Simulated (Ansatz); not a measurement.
Redistribution: C2H3BrO + CHCl2I → C2H3IO + CHBrCl2

Species: C2H3BrO (acetyl bromide) `CC(=O)Br`, singlet; CHCl2I (dichloroiodomethane) `ClC(Cl)I`, singlet; C2H3IO (acetyl iodide) `CC(=O)I`, singlet; CHBrCl2 (bromodichloromethane) `ClC(Cl)Br`, singlet. The partners trade Br for I; both sit on C, so the bond types are kept.

Shapes, held fixed at every level: PBE0-D4/def2-TZVP. Programs: Ansatz 0.2.0. The zero-point and thermal change to 298 K, harmonic and unscaled (PBE0-D4/def2-TZVP), is 0.0 kJ/mol.

```json
{"level": "SPW92/def2-TZVPP", "kind": "LDA", "ΔH(298 K) (kJ/mol)": "+4.0", "less CCSD(T)/def2-TZVPP": "-1.7", "CPU time (sum over the molecules)": "14 s"}
{"level": "B3LYP-D4/def2-TZVPP", "kind": "global hybrid", "ΔH(298 K) (kJ/mol)": "+5.2", "less CCSD(T)/def2-TZVPP": "-0.5", "CPU time (sum over the molecules)": "41 s"}
{"level": "wB97X-V/def2-TZVPP", "kind": "range-separated hybrid", "ΔH(298 K) (kJ/mol)": "+7.0", "less CCSD(T)/def2-TZVPP": "+1.3", "CPU time (sum over the molecules)": "65 s"}
{"level": "MP2/def2-TZVPP", "kind": "perturbation theory", "ΔH(298 K) (kJ/mol)": "+5.6", "less CCSD(T)/def2-TZVPP": "-0.1", "CPU time (sum over the molecules)": "–"}
{"level": "CCSD(T)/def2-SVP", "kind": "coupled cluster or CI", "ΔH(298 K) (kJ/mol)": "+3.3", "less CCSD(T)/def2-TZVPP": "-2.4", "CPU time (sum over the molecules)": "33 s"}
{"level": "CCSD/def2-SVP", "kind": "coupled cluster or CI", "ΔH(298 K) (kJ/mol)": "+4.2", "less CCSD(T)/def2-TZVPP": "-1.5", "CPU time (sum over the molecules)": "–"}
{"level": "CCSD(T)/def2-TZVPP", "kind": "coupled cluster or CI", "ΔH(298 K) (kJ/mol)": "+5.7", "less CCSD(T)/def2-TZVPP": "0.0", "CPU time (sum over the molecules)": "8.5 min"}
```

The highest level, CCSD(T)/def2-TZVPP, gives ΔH(298 K) = +5.7 kJ/mol; the levels span +3.3 to +7.0. The column of differences is taken from that level and isn't an error. No measured value is set beside it here. For atoms past krypton def2 sets carry core potentials with scalar relativity. Relativity is left out for Br. Outer-core shells of Br, I are correlated in most correlated rows, in sets that cover them unevenly. Times are processor times on shared x86 and Arm servers, and rough.
